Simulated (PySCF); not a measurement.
Ga(F)2(Cl)(NH3), H3ClF2GaN, singlet (PBE0/def2-SVP optimised geometry):

```
8

Ga    -1.097    -0.606     0.000
F     -1.349     1.134     0.000
F     -1.324    -1.403     1.551
Cl    -1.642    -1.691    -1.774
N      0.961    -0.606     0.000
H      1.289    -1.025     0.873
H      1.301     0.356    -0.050
H      1.349    -1.134    -0.783
```

Computed with PBE0/def2-TZVP in PySCF.

Task: What are the frontier orbital energies and the dipole moment?

Result: HOMO-2 -9.96 eV, HOMO-1 -9.01 eV, HOMO -8.92 eV, LUMO -0.72 eV, LUMO+1 0.43 eV; dipole moment 6.37 D.

On the same geometry PBE/def2-TZVP (PySCF) gives HOMO-2 -8.23 eV, HOMO-1 -7.54 eV, HOMO -7.43 eV, LUMO -1.61 eV, LUMO+1 -0.56 eV; dipole moment 6.26 D.

Meta-Löwdin charges at PBE0/def2-TZVP: Ga1 1.06, F2 -0.53, F3 -0.53, Cl4 -0.33, N5 -0.49, H6 0.28, H7 0.28, H8 0.28.
